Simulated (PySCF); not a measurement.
# Bond lengths and vibrations by method: CGeH4O

All numbers below are calculated, not measured. The program is PySCF 2.14.0, an open-source quantum chemistry code, run on an isolated molecule that a program drew, which may never have been made. The molecule is CGeH4O (charge 0, singlet), drawn as the SMILES string `O[CH]=[GeH2]`.

The geometry was optimised and harmonic frequencies were computed with HF and MP2, all in the cc-pVDZ basis, for the commonest isotopes, with a restricted reference for singlets and an unrestricted one otherwise, and a frozen core in MP2. Germanium has the cc-pVDZ-PP basis, with a core potential (ECP10MDF) in place of its 10 inner electrons, and its 3s, 3p and 3d shells are frozen in MP2. Each result is a local minimum of its method.

Geometry at the HF minimum:
```xyz
7
CGeH4O, angstrom
O     0.4458   -1.4869    3.3640
C    -0.4120   -1.3228    2.4025
Ge   -0.2075   -0.2978    0.7868
H     1.1008   -0.7970    3.3540
H    -1.1639   -2.1105    2.4533
H     0.5116    0.9788    1.3136
H    -1.6727    0.1160    0.5160
```

Lengths of the bonds as drawn, in Å (atoms numbered as above):
```
bond,HF,MP2
O1-C2,1.299,1.362
C2-Ge3,1.924,1.840
O1-H4,0.951,0.971
C2-H5,1.090,1.101
Ge3-H6,1.557,1.533
Ge3-H7,1.546,1.526
```

Rotational constants, in GHz:
```
constant,HF,MP2
A,41.13,43.32
B,3.618,3.7
C,3.396,3.435
```

Harmonic frequencies in cm^-1, each column in rising order, so a row needn't be the same motion in every method:
| rank | HF | MP2 |
|---|---|---|
| 1 | 200 | 254 |
| 2 | 257 | 326 |
| 3 | 373 | 423 |
| 4 | 555 | 494 |
| 5 | 692 | 560 |
| 6 | 764 | 746 |
| 7 | 930 | 810 |
| 8 | 1064 | 889 |
| 9 | 1323 | 1187 |
| 10 | 1426 | 1307 |
| 11 | 1589 | 1448 |
| 12 | 2093 | 2187 |
| 13 | 2143 | 2228 |
| 14 | 3296 | ? |
| 15 | 4068 | 3797 |

**Estimate the missing MP2 frequency from the HF column.**

A single factor s that minimises the squared misfit of MP2 against s times HF over the other rows is sum(HF x MP2) / sum(HF^2) = 0.9524, with an rms misfit of 99 cm^-1. For rank 14 it gives 0.9524 x 3296 = 3139 cm^-1. The calculation gives 3185 cm^-1, 46 cm^-1 above the estimate. The drawn bonds are on average 0.1 % longer in MP2 than in HF.
